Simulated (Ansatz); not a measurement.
Reaction R1 → P1 + P2, each structure at its B3LYP-D3(BJ)/def2-TZVP stationary point, reached from a drawn start (curvature not checked).
R1: H4Ti (SMILES [TiH4]), charge 0, multiplicity 1.
P1, H3Ti (SMILES [TiH3]) (charge 0, multiplicity 2):
```xyz
4

Ti    -0.001    -0.001    -0.161
H      1.717    -0.010     0.045
H     -0.849     1.492     0.052
H     -0.867    -1.482     0.065
```
P2: H atom, charge 0, multiplicity 2.

P less R. No zero-point or thermal terms; singlets are restricted closed shells; open shells are unrestricted; no spin–orbit coupling. The spin states of the d-block species are the ones drawn and need not be the lowest.

Cores are frozen in the correlated methods.

Run with Ansatz (a program for electronic structure) with Gaussian orbitals. All values are computed, each at the level named.

Total energies in hartree:

```csv
structure,PBE/def2-TZVPP,B3LYP/def2-TZVPP,CCSD(T)/def2-TZVPP
R1,-851.511478,-851.771338,-850.813948
P1,-850.913734,-851.176006,-850.228520
P2,-0.499616,-0.502154,-0.499810
```

Question: Work out the reaction energy at each level in kcal/mol (1 hartree = 627.50947 kcal/mol), and say how far PBE/def2-TZVPP lies from CCSD(T)/def2-TZVPP.

Answer: 
- PBE/def2-TZVPP: (-850.913734) + (-0.499616) − (-851.511478) = 0.098128 hartree = 61.58 kcal/mol
- B3LYP/def2-TZVPP: (-851.176006) + (-0.502154) − (-851.771338) = 0.093178 hartree = 58.47 kcal/mol
- CCSD(T)/def2-TZVPP: (-850.228520) + (-0.499810) − (-850.813948) = 0.085618 hartree = 53.73 kcal/mol
PBE/def2-TZVPP less CCSD(T)/def2-TZVPP: 7.85 kcal/mol. CCSD(T)/def2-TZVPP is the level counted from, the highest shown, and no exact or measured value.
